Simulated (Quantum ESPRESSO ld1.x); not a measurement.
The numbers below are computed, except where a source is named.
Species: Os I. Configuration: [Xe] 4f14 5d6 6s2. Code: ld1.x of Quantum ESPRESSO 7.5. Model: Dirac Kohn-Sham, BLYP, spin-unpolarised, spherical densities, point nucleus; open shells fill j = l - 1/2 first.

Spin-orbit splittings of the eigenvalues, e(l+1/2) - e(l-1/2), with zeta = 2 splitting/(2l+1) and mean radii in bohr:

shell,occ.,splitting (eV),zeta (eV),<r> j=l-1/2,<r> j=l+1/2
2p,6,1532,1021,0.06130,0.06949
3p,6,334.0,222.7,0.1835,0.1986
3d,10,72.35,28.94,0.1734,0.1781
4p,6,78.51,52.34,0.4357,0.4693
4d,10,14.54,5.814,0.4825,0.4938
4f,14,2.805,0.8015,0.5527,0.5609
5p,6,12.25,8.166,1.100,1.202
5d,6,1.034,0.4137,1.783,1.871
